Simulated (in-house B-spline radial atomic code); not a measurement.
A fraction x of an electron is removed from 3d in Mo⁺, starting from [Kr] 4d5 and keeping the highest spin. Computed with an all-electron radial atomic-structure program (B-spline basis): scalar-relativistic (X2C) TPSS, spin-polarised, spherical fractional occupations, Fermi nucleus of rms radius 4.4091 fm.

```tsv
x	E(x) - E(0) (eV)	3d down level (eV)
0	0.0000	-226.564
0.11	25.1022	-229.847
0.22	50.5681	-233.176
0.29	?	?
0.49	114.6477	-241.530
0.5	117.0646	-241.845
0.53	124.3341	-242.789
0.74	176.0202	-249.483
0.85	?	?
0.97	234.2596	-256.972
1	241.9835	-257.961
```

(1) What belongs in the row x = 0.29?

(2) What belongs in the row x = 0.85?

(3) Check Janak's theorem between x = 0.11 and 0.22.

## Answers

(1) An energy change of 66.9652 eV; 3d down at -235.318 eV.

(2) An energy change of 203.6590 eV; 3d down at -253.045 eV.

(3) The slope of the energy is 231.51 eV; the orbital levels give 231.51 eV (-ε of the emptying orbital, averaged over the two points).
